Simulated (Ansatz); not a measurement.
C₃H₈Si₂ (`[SiH3]C=C=C[SiH3]`), relaxed with RKS PBE-D4/def2-SVP in Ansatz from a rough embedded geometry. The force threshold is 0.03 eV/Å; the program also tests the step.

The species carries charge 0 and has multiplicity 1.

Start:

```xyz
13

Si   -0.610    0.062   -2.449
C    -0.479    1.038   -0.960
C    -0.456    0.475    0.217
C    -0.476    0.054    1.471
Si    1.045   -0.616    2.209
H    -0.524    0.893   -3.648
H     0.603   -0.876   -2.517
H    -1.804   -0.756   -2.451
H    -0.424    2.147   -1.110
H    -1.377   -0.057    1.977
H     1.676   -1.685    1.367
H     2.050    0.518    2.361
H     0.778   -1.197    3.534
```

Question: How much energy does the relaxation release, and in how many steps? (Estimate.)

Answer: The calculation gave: 0.51 eV, in 21 steps, 2 of them rejected.

Question: Which bonds change most? (An estimate is asked.)

Answer: The calculation gave: Si1–C2 from 1.785 to 1.880 Å; C4–H10 from 1.039 to 1.107 Å; C4–Si5 from 1.819 to 1.880 Å; Si1–H8 from 1.447 to 1.502 Å.

Question: Give the relaxed structure. (An estimate is asked.)

Answer: The calculation gave: 
```xyz
13

Si   -0.688   -0.120   -2.485
C    -0.105    1.025   -1.113
C    -0.256    0.719    0.161
C    -0.380    0.359    1.424
Si    0.950   -0.627    2.316
H    -1.684    0.581   -3.371
H     0.474   -0.541   -3.347
H    -1.326   -1.335   -1.873
H     0.380    1.984   -1.379
H    -1.297    0.647    1.974
H     2.098   -0.866    1.378
H     1.436    0.123    3.530
H     0.399   -1.948    2.786
```
